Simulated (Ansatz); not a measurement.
Method: frozen-core CCSD(T)/cc-pVTZ // B3LYP-D3(BJ)/def2-TZVP (Ansatz, a program for electronic structure).

Ansatz 0.2 input:
```yaml
crystal:
  periodic: [false, false, false]
  atoms:
    - { symbol: Cl, position_ang: [-1.517674, -0.700277, -0.288434] }
    - { symbol: B, position_ang: [0.001405, 0.123414, -0.067485] }
    - { symbol: Cl, position_ang: [1.502515, -0.631369, -0.527767] }
    - { symbol: H, position_ang: [0.013752, 1.208232, 0.400651] }
basis:
  gaussian: { orbitals: cc-pVTZ }
correlation:
  method: ccsd_t
```

Output:

```
Functional definition: HF
661 factors; integrals over basis functions are off by at most 1.0e-3 eV
mean field evaluation 1: about -25697.0911 eV, gradient 1.5e1 eV
mean field evaluation 2: about -25697.2524 eV, gradient 1.6e1 eV
mean field evaluation 4: about -25698.1486 eV, gradient 2.1e0 eV
mean field evaluation 8: about -25698.1733 eV, gradient 1.0e-1 eV
mean field evaluation 16: about -25697.8009 eV, gradient 6.8e0 eV
mean field -25698.17334862 eV, -944.3904517144 hartree, gradient 1.4e-6 eV, S^2 0.000000; 0 other end points of the search recorded, 0 dependent functions left out
11 core orbitals not correlated
reference -25698.17334862 eV, -944.3904517144 hartree; 9, 9 occupied and 92, 92 virtual orbitals, 661 factors
second order -12.93570105 eV of doubles, -0.00000000 eV of singles
cycle   1  -13.60209676 eV  change   -6.7e-1 eV  update   7.4e-2
cycle   2  -13.88878710 eV  change   -2.9e-1 eV  update   2.0e-2
cycle   3  -13.94801827 eV  change   -5.9e-2 eV  update   1.2e-2
cycle   4  -13.94027563 eV  change    7.7e-3 eV  update   3.6e-3
cycle   5  -13.93961697 eV  change    6.6e-4 eV  update   1.3e-3
cycle   6  -13.93965172 eV  change   -3.5e-5 eV  update   3.1e-4
cycle   7  -13.93964575 eV  change    6.0e-6 eV  update   7.3e-5
cycle   8  -13.93967448 eV  change   -2.9e-5 eV  update   1.9e-5
cycle   9  -13.93967298 eV  change    1.5e-6 eV  update   5.1e-6
perturbative correction -0.59661554 eV, -0.0219252166 hartree
Total energy: -25712.70963714 eV, -944.9246504644 hartree
```

Cost: very roughly 9 core-seconds.
